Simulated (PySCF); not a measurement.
Cl₂H₅NSi₂, SMILES N[SiH2][SiH](Cl)Cl. Heavy atoms are numbered as in [SiH:1]([Cl:2])([Cl:3])[SiH2:4][NH2:5]. Hydrogens are named by the atom that carries them.

The structure is a stationary point at B3LYP-D3(BJ)/def2-SVP. This is a generated structure with no PubChem entry under its InChIKey; it may be hypothetical. One conformer was computed; it need not be the lowest.

Calculation: PBE0/pcSseg-1 in PySCF.

GIAO shieldings, no solvent; atoms alike by connectivity are averaged. δ = σ(ref) − σ: ²⁹Si against TMS (σ = 352.7 ppm); ³⁵Cl against HCl (σ = 945.9 ppm); ¹⁵N against NH3 (σ = 267.4 ppm); ¹H against TMS (σ = 31.56 ppm), references at their B3LYP-D3(BJ)/def2-TZVP geometries, non-relativistic (without spin–orbit terms, shifts of atoms bonded to Cl or Br come out too high).

Task: Estimate the chemical shifts. (An estimate is asked for; the answer gives what the named calculation found.)

Result: 
```
nucleus       atoms  count  δ (ppm)
-------  ----------  -----  -------
²⁹Si      Si1 (SiH)      1     29.6
²⁹Si     Si4 (SiH2)      1    -45.6
³⁵Cl            Cl2      2     42.4
¹⁵N        N5 (NH2)      1     -7.5
¹H         H on Si1      1     6.30
¹H         H on Si4      2     5.05
¹H          H on N5      2     0.36
```
